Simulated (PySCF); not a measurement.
O2Si, charge -1, doublet, geometry from GFN2-xTB (a state made from the parent by changing its charge; the spin is typed, not shown lowest). Base run: CAMB3LYP/6-31G* (PySCF).

PySCF was given this input:
```python
from pyscf import gto, scf, dft

mol = gto.M(
    atom='''
O    -1.38660487    0.36377234   -0.18425808
Si   -0.02557603   -0.27268081    0.19968976
O     1.43136292    0.11341908   -0.16519900
''',
    basis='6-31g*',
    charge=-1,
    spin=1,
    verbose=4,
)

mf = dft.UKS(mol)
mf.xc = 'camb3lyp'
mf.kernel()
```

Variants of this job, named by their change:

```
change                                           ΔE vs base (mEh)  fitting functions
-----------------------------------------------  ----------------  -----------------
base                                                        0.000                  -
auxbasis = autoaux                                         -0.013                383
auxbasis = default (with mf = mf.density_fit())             0.043                252
auxbasis = def2-universal-jfit                              330.8                149
auxbasis = def2-tzvp-ri                                   -15.639                265
auxbasis = even-tempered beta=3.0                          -0.771                287
auxbasis = cc-pvtz-ri                                     -10.400                284
auxbasis = def2-svp-ri                                     -327.3                158
auxbasis = cc-pvqz-jkfit                                   -0.006                360
auxbasis = even-tempered beta=2.0                          -0.080                424
```

A fitting set is made for a task (jfit for Coulomb, jkfit for Coulomb and exchange, ri for correlation) and for a family of orbital bases.

Open shells are given as the SCF converged; they aren't shown to be the lowest states, and a large step between rows can be another state.
